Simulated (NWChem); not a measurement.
System: C2H6ClFSi; SMILES C[Si@H](Cl)CF

```xyz
11

C     -1.9221     1.0948    -0.2044
Si    -0.4148     0.1489     0.3983
Cl     1.3120     1.2278    -0.0707
C     -0.3100    -1.5510    -0.4574
F      0.7383    -2.3035     0.0625
H     -1.8939     1.2248    -1.3050
H     -2.8556     0.5578     0.0633
H     -1.9582     2.1012     0.2581
H     -0.4306    -0.0509     1.8850
H     -0.1704    -1.4262    -1.5566
H     -1.2698    -2.1028    -0.3111
```
Atoms are numbered in this order, from 1.

Results from NWChem. Pople sets run with spherical d functions. Structure relaxed at the PBE-D3(BJ)/def2-SVP level. Vzz is the largest principal value of the second derivative of the potential at the nucleus (NWChem prints the opposite sign); η is the asymmetry. Non-relativistic.

```
level                Vzz Cl3 (a.u.)  η Cl3  relative time
-------------------  --------------  -----  -------------
PBE0/6-31G*                   2.068   0.02              1
PBE0/def2-SVP                 2.041   0.02              1
CAM-B3LYP/6-31G*              2.036   0.02              3
CAM-B3LYP/def2-TZVP           2.148   0.02             30
```

The last column is a rough cost ratio, cheapest run = 1.
